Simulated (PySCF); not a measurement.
IrH₃⁺: breathing scan

Method: PySCF, UPBE0, basis Ir def2-TZVP with ECP60, H def2-TZVP (scalar-relativistic core potentials, no spin–orbit coupling, density fitting).

Rigid scan from the quartet minimum (H–H 0.806 Å, Ir–H 1.591 Å, Ir–H 1.927 Å (×2); H–H–Ir 77.9° (×2), H–Ir–H 24.1°, H–Ir–H 140.9° (×2)). Coordinate: all bonds to the central atom scaled together. Energies in kJ/mol from the minimum.

```csv
scale of all bonds to the centre,E (kJ/mol),"dipole size (D, about the centre of mass)",⟨S²⟩
0.88,89.8,1.94,3.75
0.92,35.7,2.01,3.75
0.96,8.0,2.06,3.75
1.00,0.0,2.10,3.75
1.04,6.6,2.11,3.75
1.08,24.0,2.11,3.75
1.14,63.8,2.06,3.76
1.22,132.3,1.93,3.76
1.35,257.4,1.60,3.78
```

Other spin states or occupations of the open shell can lie lower. No spin–orbit coupling is included, which matters more the heavier the element.

Other isomers or separated fragments may lie lower.

The scan took 9.1 s on 2 threads of a shared Arm Neoverse V2 host; the process peaked at 0.74 GiB. Launch command: `OMP_NUM_THREADS=2 python axn.py task.json out`.
